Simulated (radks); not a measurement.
The promethium anion Pm- inside a hard spherical wall (all orbitals vanish at R), configuration held at [Xe] 4f6 6s2 and not refilled when levels cross. Method: scalar-relativistic Kohn-Sham, PBEsol, spin-polarised, spherical densities, finite nucleus; open shells are filled with parallel spins first (spin-orbit coupling, left out, can overturn this in heavy ions); Fermi nuclear charge, rms radius 4.962 fm; computed with a radial shooting solver on a logarithmic mesh with Libxc functionals. Eigenvalues in eV for spin up, with the zero of energy where the potential of the charges vanishes at infinity; a dash marks a level that is unbound or too diffuse for the functional's potential to be trusted. A positive occupied level is held by the wall or, in an anion where self-interaction has pushed it up, behind a barrier. The pressure on the wall is -dE/dV.

| R (bohr) | E (hartree) | kinetic (hartree) | e(5s) | e(5p) | e(6s) | e(6p, empty) | e(5d, empty) | e(4f) | pressure (GPa) |
|---|---|---|---|---|---|---|---|---|---|
| 10 | -10016.4486 | 10681.576 | -34.390 | -15.419 | 1.357 | - | - | 5.762 | 0.382 |
| 5 | -10015.8783 | 10683.263 | -26.536 | -8.037 | 11.242 | 17.422 | 11.812 | 14.122 | 45.2 |
| 4 | -10014.9778 | 10686.316 | -21.300 | -3.068 | 23.204 | 33.181 | 18.601 | 20.236 | 231 |
| 3.5 | -10013.8307 | 10690.303 | -16.444 | 1.844 | 36.499 | 49.601 | 25.415 | 26.159 | 620 |
| 3 | -10011.3364 | 10698.746 | -8.154 | 10.816 | 61.905 | 79.425 | 37.753 | 36.307 | 1920 |
| 2.5 | -10005.2930 | 10718.001 | 7.957 | 29.266 | 114.47 | 138.41 | 62.584 | 54.643 | 7050 |
| 2 | -9988.4339 | 10768.216 | 46.353 | 74.161 | 235.76 | 269.52 | 120.32 | 90.423 | 33100 |
| 1.5 | -9929.1032 | 10937.488 | 172.27 | 217.11 | 572.30 | 620.74 | 286.69 | 174.68 | 235000 |
